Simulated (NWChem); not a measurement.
System: Si3H6O; SMILES [SiH2]1O[SiH2][SiH2]1

The following NWChem deck was run.

```
start job
memory heap 200 mb stack 900 mb global 1100 mb
geometry units angstroms noautoz
  O     -0.177374     1.403316     0.000000
  Si    -0.117382     0.418740     1.380522
  Si    -0.000347    -1.497419     0.000000
  Si    -0.117382     0.418740    -1.380522
  H     -1.344366     0.589332     2.214783
  H      1.079734     0.737365     2.214883
  H      1.275901    -2.274952     0.000000
  H     -1.172576    -2.424460     0.000000
  H     -1.344366     0.589332    -2.214783
  H      1.079734     0.737365    -2.214883
end
basis spherical
  O library def2-svp
  Si library def2-svp
  H library def2-svp
end
dft
  xc m06-2x
  iterations 150
  mulliken
end
task dft energy
```

The geometry was optimised at PBE0/def2-SVP.

Problem. What results follow from this input? (M06-2X/def2-SVP.) Quantities: energy (Ha); highest occupied level (eV); orbital gap (eV); dipole (D).

Solution. 
| Quantity | Value |
|---|---|
| energy (Ha) | -946.93 |
| highest occupied level (eV) | -8.37 |
| orbital gap (eV) | 8.63 |
| dipole (D) | 1.34 |
